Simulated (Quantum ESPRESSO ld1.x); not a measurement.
Values are calculated unless marked as measured or tabulated.
Species: Al I. Configuration: [Ne] 3s1 3p2 (not the ground configuration). Level of theory: scalar-relativistic Kohn-Sham, LDA (Slater exchange, Perdew-Zunger correlation), spin-polarised, spherical densities, point nucleus; open shells are filled with parallel spins first (ld1.x of Quantum ESPRESSO 7.5).

X-ray form factor f0, the Fourier transform of the density (f0(0) = 13):

sin(theta)/lambda (1/angstrom),f0 (electrons)
0.05,12.419
0.1,11.176
0.15,9.998
0.2,9.113
0.25,8.438
0.3,7.856
0.4,6.748
0.5,5.671
0.6,4.695
0.8,3.221
1,2.341
1.25,1.769
1.5,1.486
2,1.191
